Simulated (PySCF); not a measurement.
# How methods differ on the interval between two levels of Ga³⁺

Ga³⁺ [Ar] 3d10 → Ga³⁺ [Ar] 3d9 4p1 [3F4, M_J = 4], as a difference of total energies. All numbers are calculated (PySCF 2.14, the two-component X2C-1e Hamiltonian, in x2c-SVPall-2c with one added diffuse shell each of s, p, d type (6s7p4d, 47 functions)). Correlated levels: [Ne] frozen. "Screened" scales the spin-orbit matrix elements by Boettger's factors to mimic the two-electron term; Breit and QED terms are absent.

| method | interval between two levels (cm⁻¹) |
| --- | --- |
| GHF (spin-free) | 217510 |
| GMP2 (spin-free) | 232780 |
| GHF (screened spin-orbit) | 216750 |
| GMP2 (screened spin-orbit) | 232050 |

The labels give the starting determinants; with spin-orbit coupling the two ends relaxed to ⟨J²⟩ = 0.00, ⟨L²⟩ = 0.00, ⟨S²⟩ = 0.00 and ⟨J²⟩ = 20.00, ⟨L²⟩ = 12.00, ⟨S²⟩ = 2.00.
